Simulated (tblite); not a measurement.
C7H4FP.
Structure used (GFN2-xTB), in Å, numbered top down from 1:
```
atom  x, y, z in Å
F1    -1.4166    2.5150   -0.1556
C2    -0.8846    1.2770   -0.0765
C3    -1.7362    0.1890    0.0185
C4    -1.1831   -1.0793    0.0989
C5     0.1864   -1.2509    0.0857
C6     1.0373   -0.1420   -0.0104
C7     2.4277   -0.3135   -0.0244
P8     3.9730   -0.5120   -0.0387
C9     0.4869    1.1421   -0.0934
H10   -2.8032    0.3425    0.0283
H11   -1.8313   -1.9395    0.1721
H12    0.6174   -2.2391    0.1476
H13    1.1219    2.0111   -0.1698
```

Calculated harmonic vibrations of the isolated species, GFN2-xTB (tblite), most abundant isotopes, no scaling. The method is semi-empirical: single wavenumbers can be off by several per cent or more.

Question: How many normal modes are there?

Answer: 13 atoms, non-linear: 3N − 6 = 33.

Question: What is the point group of the computed structure, and how do the modes divide by symmetry?

Answer: Cs. The vibrations span 23 a′ + 10 a″.

Question: How many distinct wavenumbers does the calculation give?

Answer: 33: Cs has no degenerate species.

Question: How many fundamentals are allowed in the infrared by symmetry?

Answer: 33 of 33: in Cs every mode is allowed. All fundamentals are allowed in the Raman spectrum.

Question: What zero-point energy do the modes add up to?

Answer: ½Σν̃ = 18695 cm⁻¹ = 2.318 eV (33 modes), 1.071 eV of it from above 1550 cm⁻¹.

Question: What thermal excitation has the softest real mode at 500 K?

Answer: θ = hcν̃/k = 125 K for 86.7 cm⁻¹, so N1/N0 = 0.78 and ⟨v⟩ = 1/(exp(θ/T) − 1) = 3.5.

The run took 0.41 s wall on one thread of an Arm Neoverse V1, no GPU (shared host). This covers the Hessian and the dipole derivatives.
